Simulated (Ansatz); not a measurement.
The inner images of a band of AlCl2H2N + H2 (8 atoms, charge 0, multiplicity 1) are given out of order.

Computed with Ansatz, RKS PBE-D4/6-31G*.

Initial state:

```xyz
8
Properties=species:S:1:pos:R:3
Al -0.011 -0.187 0.354
N 0.052 -0.489 2.098
H -0.749 -0.769 2.660
H 0.905 -0.453 2.654
Cl 1.751 0.285 -0.700
Cl -1.828 -0.403 -0.690
H -0.573 2.609 0.349
H -0.513 2.406 1.072
```

Final state:

```xyz
8
Properties=species:S:1:pos:R:3
Al -0.174 0.636 -0.031
N -0.102 0.290 1.997
H -0.803 -0.416 2.258
H 0.825 -0.076 2.257
Cl 1.805 -0.043 -0.539
Cl -1.768 -0.722 -0.532
H -0.471 2.195 -0.168
H -0.278 1.136 2.554
```

**Question.** Put them in order from the first end to the last, with their energies above the first end.
A.
```xyz
8
Properties=species:S:1:pos:R:3
Al -0.031 -0.114 0.306
N 0.018 -0.337 2.064
H -0.783 -0.611 2.631
H 0.869 -0.283 2.621
Cl 1.740 0.295 -0.760
Cl -1.834 -0.396 -0.749
H -0.503 2.401 0.509
H -0.442 2.044 1.175
```
B.
```xyz
8
Properties=species:S:1:pos:R:3
Al -0.150 0.548 -0.029
N -0.094 0.220 2.000
H -0.829 -0.377 2.401
H 0.811 -0.055 2.404
Cl 1.806 0.010 -0.717
Cl -1.795 -0.644 -0.712
H -0.432 2.107 0.169
H -0.284 1.191 2.280
```
C.
```xyz
8
Properties=species:S:1:pos:R:3
Al -0.099 0.269 0.142
N -0.077 0.044 2.015
H -0.849 -0.410 2.512
H 0.805 -0.113 2.513
Cl 1.785 0.214 -0.813
Cl -1.856 -0.388 -0.830
H -0.375 1.967 0.713
H -0.300 1.415 1.543
```
D.
```xyz
8
Properties=species:S:1:pos:R:3
Al -0.127 0.440 0.018
N -0.088 0.143 2.010
H -0.854 -0.343 2.495
H 0.799 -0.042 2.496
Cl 1.809 0.121 -0.799
Cl -1.846 -0.500 -0.809
H -0.388 1.992 0.477
H -0.271 1.188 1.909
```
E.
```xyz
8
Properties=species:S:1:pos:R:3
Al -0.061 0.036 0.254
N -0.030 -0.147 2.035
H -0.816 -0.495 2.580
H 0.837 -0.166 2.570
Cl 1.749 0.284 -0.800
Cl -1.841 -0.375 -0.800
H -0.435 2.135 0.647
H -0.370 1.727 1.310
```

**Answer.** A (+0.02 eV), E (+0.21 eV), C (+0.61 eV), D (-0.33 eV), B (-0.80 eV).

The run took 2.2 min on 1 thread of Arm Neoverse V1, on a shared host, peak memory 0.12 GiB.
